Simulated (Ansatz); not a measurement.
Reaction (ligand exchange at a Ge–C bond): `[CH3][GeH2][CH]=O` + HCl → `O=[CH][GeH2][Cl]` + CH₄

Gas-phase electronic energies from Ansatz, PBE0-D4/def2-TZVP geometries. CCSD(T)/CBS adds triple-zeta CCSD(T) − MP2 to the extrapolated MP2 energy (def2 sets, frozen cores). This one scheme is used for every species. Functionals use def2-TZVPP. B3LYP here is the variant with VWN-RPA as its local correlation; programs differ in this. For Ge outer-core shells are correlated without core-valence functions, which leaves a few kJ/mol of doubt a bond. Scalar relativity is left out up to krypton. One conformer a species, not always the lowest.

`[CH3][GeH2][CH]=O`:

Cartesian coordinates in Å:
```
C 1.162 -0.194 0.925
Ge -0.553 0.463 0.288
C -0.872 -0.287 -1.546
O -0.079 -1.016 -2.079
H 1.376 0.191 1.921
H 1.149 -1.284 0.959
H 1.953 0.120 0.243
H -1.726 0.020 1.186
H -0.593 2.001 0.179
H -1.815 -0.014 -2.077
```

HCl:

Z-matrix (Å, degrees):
```
Cl
H 1 1.279
```

`O=[CH][GeH2][Cl]`:

Cartesian coordinates in Å:
```
O 2.138 0.135 0.298
C 1.163 0.101 -0.396
Ge -0.669 -0.068 0.406
Cl -2.049 -0.077 -1.252
H 1.237 0.163 -1.506
H -0.822 -1.395 1.159
H -0.998 1.140 1.291
```

CH₄:

Z-matrix (Å, degrees):
```
C
H 1 1.090
H 1 1.090 2 109.5
H 1 1.090 2 109.5 3 -120.0
H 1 1.090 2 109.5 3 120.0
```

```tsv
level	ΔE (kcal/mol)	difference from CCSD(T)/CBS
r2SCAN-D4	-22.3	-2.1
B2PLYP	-22.1	-1.9
B3LYP	-22.8	-2.6
MP2/def2-TZVPP	-20.5	-0.3
SCS-MP2/def2-TZVPP	-21.0	-0.8
HF/def2-QZVPP	-24.9	-4.7
MP2/def2-QZVPP	-20.8	-0.6
SCS-MP2/def2-QZVPP	-21.4	-1.2
MP2/CBS(def2)	-20.9	-0.7
CCSD/CBS(def2)	-20.4	-0.2
CCSD(T)/CBS	-20.2	0
```

Largest T1 diagnostic among the species: 0.013.

In def2-TZVPP, CCSD(T) changes the Hartree–Fock value by +4.9 kcal/mol (the triples alone add +0.2 kcal/mol) and MP2 by +4.3 kcal/mol.
